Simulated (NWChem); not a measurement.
Molecule: HSO3, doublet; SMILES O=[S](=O)O

```xyz
5

O      1.0843    -0.9565     0.1899
S      0.1349     0.0688    -0.2589
O      0.1865     1.4547     0.1941
O     -1.3719    -0.4572     0.1179
H     -1.3490    -1.4286     0.1267
```
Atoms are numbered in this order, from 1.

Results from NWChem. Pople sets run with spherical d functions. Spin-unrestricted. All runs use the structure optimised with PBE0/def2-SVP, spin-unrestricted. No stability test was run on the SCF state. Vertical excitations in the gas phase; the lowest state need not have the same character in each row. Excited states of an open shell can be spin-contaminated.

For level PBE/6-31+G*, TDA:

| Item | Value |
|---|---|
| lowest excitation (eV) | 2.53 |
| lowest state with f > 0.02 (eV) | 3.97 |
| lowest empty minus highest occupied level, either spin (eV) | 1.15 |

**Question.** Estimate the same quantities for level CAM-B3LYP/6-31+G*, TDA.

**Answer.** 
| Property | Result |
|---|---|
| lowest excitation (eV) | 2.80 |
| lowest state with f > 0.02 (eV) | 3.21 |
| lowest empty minus highest occupied level, either spin (eV) | 6.18 |
